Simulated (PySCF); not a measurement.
## Spectroscopy problems

One conformer, non-relativistic Hamiltonian, equivalent nuclei averaged, no solvent. Shieldings: GIAO PBE0/pcSseg-1; coordinates at the GFN2-xTB level; PySCF 2.14.0 with density-fitted response routines.

δ = σ(ref) − σ, references computed at the same level: ¹H (σ = 31.72 ppm) and ¹³C (σ = 186.93 ppm) vs TMS. Splittings of carbon signals by F and P are missing where no couplings were computed. Where no couplings were computed, multiplicities follow the n + 1 count of equivalent neighbours, and m marks all less simple cases (inequivalent or close neighbours, rings, F or P nearby). Shifts are as computed. Against solution values, carbons near 30 ppm lie about +3 ppm off and those near 130 ppm about +5 ppm. Of 1211 compounds with measured shifts, 218 miss one by over three times the rms of a fit or turn the order of signals round; such compounds aren't used in these exercises.

Question: C₇F₃N. ¹³C{¹H} NMR (computed): δ 179.8 (C), 125.3 (C), 111.7 (C), 102.2 (C), 75.3 (C), 67.8 (C), 65.2 (C). Identify the compound.

Answer: `N#CC#CC#CC(F)=C(F)F`. Rings plus π bonds: 7 (no ring in the answer). 7 carbon signals for 7 carbons: no two carbons are equivalent. Carbon types of the structure: 7 × C. δC 179.8, 125.3: fully substituted alkene carbon. δC 111.7: nitrile carbon; typical of a nitrile. δC 102.2, 75.3, 67.8, 65.2: alkyne carbon; sp carbons lie upfield of alkene carbons because the cylindrical π system leaves one tensor component strongly shielded.

This is the structure that produced the data.

Question: C₆H₁₁O₂PSi. ¹H NMR (300 MHz, computed): δ 7.67 (m, 1H), 7.12 (m, 1H), 4.40 (m, 3H), 4.38 (s, 3H), 1.88 (s, 3H). ¹³C{¹H} NMR (computed): δ 171.0, 164.0, 126.6, 121.3, 62.9, 13.8. What is it?

Answer: SMILES [SiH3]C1=CC(C)=C(OC)[P@@H]1=O. 6 carbon signals for 6 carbons: no two carbons are equivalent. Carbon types of the structure: 3 × C, 1 × CH, 2 × CH3, leaving 4 H on heteroatoms. δC 171.0: alkene carbon bearing oxygen; an sp2 carbon further deshielded by the attached heteroatom. δC 164.0: alkene CH; as expected for a trigonal carbon in a double bond. δC 121.3: fully substituted alkene carbon; the olefinic region. δC 62.9: methyl carbon bonded to O; pulled downfield by the heteroatom.

The shifts were computed for this structure.
